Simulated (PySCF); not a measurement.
Input of a run (PBE0-D3(BJ)/def2-SVP geometry optimisation, gas phase, def2 core potentials past Kr (PySCF 2.14.0)), started from GFN2-xTB:
```
{"job": {"xc": "PBE0", "basis": "def2-SVP", "d3": "d3bj", "grid": 1, "maxiter": 30, "shake": 0.01, "kind": "geom"}, "charge": 0, "multiplicity": 1}
C     -1.365930     0.281710     0.650790
P     -0.285050     0.507500    -0.792290
Te    -1.209750     0.296890    -2.895300
C      1.137080    -0.673210    -0.431570
C      1.643070    -0.465730     0.867710
N      2.036930    -0.241390     1.928250
H     -0.836200     0.347270     1.592060
H     -2.120010     1.104050     0.604560
H     -1.898650    -0.647110     0.565810
H      0.371540     1.688870    -0.400200
H      0.688800    -1.691920    -0.510120
H      1.877850    -0.535190    -1.188710
```

Output (energies in Eh, forces in Eh/bohr):
```
step   0  E = -781.49966298  max force = 0.038438
step   1  E = -781.50403039  max force = 0.007997
step   2  E = -781.50426915  max force = 0.001675
step   3  E = -781.50429855  max force = 0.000388
step   4  E = -781.50430588  max force = 0.000362
optimisation converged
```

Question: Summarise the run.

Answer: The energy falls by 2.9 kcal/mol over 5 energy and gradient evaluations, the largest force component goes from 0.0384 to 3.6e-04 Eh/bohr, and the atoms move by 0.055 Å rms after alignment. The bond that changes most is C4–C5 (sp3 carbon bound to phosphorus to nitrile carbon), which lengthens by 0.039 Å. Bonds longer at the end by more than 0.005 Å: 6 of 11; shorter: 3. Among the angles that change most is Te3–P2–H10, from 121.2° to 116.6°. The energy never rose by more than 1e-6 Eh on the way. The first step brought 94 % of the lowering.

Question: What are the final bond lengths?

Answer: C1–P2 1.819 Å, P2=Te3 2.331 Å, P2–C4 1.861 Å, C4–C5 1.448 Å, C5≡N6 1.158 Å, C1–H7 1.100 Å, C1–H8 1.099 Å, C1–H9 1.099 Å, P2–H10 1.422 Å, C4–H11 1.102 Å, C4–H12 1.100 Å. Numbering counts from 1 in the input's order; the species is `C[P@H](=[Te])CC#N`.

The run used 130 basis functions and 39 SCF cycles in all. Time: 43 s wall; peak memory 0.52 GiB. Hardware: an Arm Neoverse V1 with one thread (shared host).

Stationary, but not proved a minimum. One conformer, not necessarily the lowest.

The values belong to the conformer `[CH3:1][P@H:2](=[Te:3])[CH2:4][C:5]#[N:6]`: C1–P2–C4–C5 -52°.
